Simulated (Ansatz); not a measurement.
`C[O][Sc]([OH])[Cl]`. Total charge 0; spin multiplicity 1.

| atom | x (Å) | y (Å) | z (Å) |
| --- | --- | --- | --- |
| C1 | -0.573 | 0.834 | -1.534 |
| O2 | -0.071 | 0.038 | -0.514 |
| Sc3 | 0.572 | -0.937 | 0.910 |
| O4 | 0.373 | -0.286 | 2.633 |
| Cl5 | 1.636 | -2.969 | 0.505 |
| H6 | 0.032 | 0.728 | -2.442 |
| H7 | -0.575 | 1.891 | -1.242 |
| H8 | -1.602 | 0.547 | -1.778 |
| H9 | 0.209 | 0.154 | 3.462 |

(1) What are the harmonic wavenumbers in cm⁻¹ at PBE0-D4/def2-TZVP (Ansatz, finite differences of forces, unscaled)? (Estimate.)

(2) Is this a minimum?

(3) Give the ideal-gas thermochemistry at 298.15 K and 1 bar (rigid rotor, harmonic oscillator; point group C1, symmetry number 1).

Answers

(1) The calculation gave: 27, 61, 65, 125, 169, 185, 252, 391, 409, 577, 744, 1178, 1179, 1226, 1477, 1489, 1491, 3007, 3072, 3075, 4001.

(2) Yes, all 21 modes are real.

(3) Zero-point energy 144.7 kJ/mol; H(298) − E = 169.9 kJ/mol; entropy 401.4 J/(mol·K), of which translation 169.4, rotation 118.7, vibration 113.4; G(298) − E = 50.2 kJ/mol. Modes under 100 cm⁻¹ are hindered rotations or soft bends, so the harmonic entropy is rough.
